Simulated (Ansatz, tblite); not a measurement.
Species of one formula, C$_{3}$H$_{11}$GeN (singlet), each relaxed with PBE-D4/def2-SVP in Ansatz.

The xTB rows come from tblite. B3LYP takes the VWN-RPA correlation. Correlated methods freeze 13 core orbitals; core or outer-core shells of Ge are correlated, in sets that lack core-valence functions.

Other spin states weren't relaxed.

A: Ge(NH2)Me3 (C3H11GeN)

B: GeH3(NHiPr) (C₃H₁₁GeN)

Task: Estimate which lies lowest at each level, and how far above it the others are (kJ/mol).

Result: 
```
              level     A      B
           GFN1-xTB  18.9    0.0
           GFN2-xTB  47.1    0.0
        HF/def2-SVP   0.0   93.7
       HF/def2-TZVP   0.0  114.5
    PBE-D4/def2-SVP   0.0   93.1
   PBE-D4/def2-TZVP   0.0  121.1
r2SCAN-D4/def2-TZVP   0.0  125.9
 B3LYP-D4/def2-TZVP   0.0  119.8
   PBE0-D4/def2-SVP   0.0   96.9
  PBE0-D4/def2-TZVP   0.0  121.4
   B2PLYP/def2-TZVP   0.0  128.1
 PBE-QIDH/def2-TZVP   0.0  127.5
       MP2/def2-SVP   0.0   94.4
      MP2/def2-TZVP   0.0  139.2
      CCSD/def2-SVP   0.0   84.7
   CCSD(T)/def2-SVP   0.0   82.8
```
Point groups (tolerance 0.1 Å): A Cs, B not assigned. From def2-SVP to def2-TZVP the PBE0 values move by up to 24.5 kJ/mol, so results in the small set are rough.
